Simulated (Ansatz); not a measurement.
One change: `[AlH2][SiH]([SiH3])Cl` becomes `O[SiH2][SiH]([SiH3])Cl`.

Ansatz, PBE0-D4/def2-TZVP geometries, multiplicity 1. Each molecule was computed in one conformer, which needn't be the lowest.

```csv
property,`[AlH2][SiH]([SiH3])Cl`
size of the dipole moment (B3LYP/def2-TZVPP) / D,1.39
HOMO–LUMO gap (PBE0/def2-TZVPP) / eV,4.99
LUMO energy (B3LYP/def2-TZVPP) / eV,-2.54
HOMO energy (PBE/def2-TZVPP) / eV,-6.29
HOMO–LUMO gap (PBE/def2-TZVPP) / eV,3.19
HOMO–LUMO gap (ωB97M-V/def2-TZVPP) / eV,8.53
```

Task: Give the same properties after the change, and the shifts. (Best estimate.)

Result: The calculation gave: 
```csv
property,`O[SiH2][SiH]([SiH3])Cl`,shift
size of the dipole moment (B3LYP/def2-TZVPP) / D,0.94,-0.45
HOMO–LUMO gap (PBE0/def2-TZVPP) / eV,6.44,1.45
LUMO energy (B3LYP/def2-TZVPP) / eV,-1.39,1.15
HOMO energy (PBE/def2-TZVPP) / eV,-6.53,-0.24
HOMO–LUMO gap (PBE/def2-TZVPP) / eV,4.46,1.27
HOMO–LUMO gap (ωB97M-V/def2-TZVPP) / eV,10.20,1.67
```

With PBE0 the HOMO falls by 0.34 eV and the LUMO rises by 1.12 eV, so the gap widens by about 1.46 eV. PBE moves the HOMO by -0.24 eV and ωB97M-V by -0.39 eV. Dipoles are sizes alone; their direction can turn.

B3LYP here is the variant with VWN-RPA as its local correlation; programs differ in this.
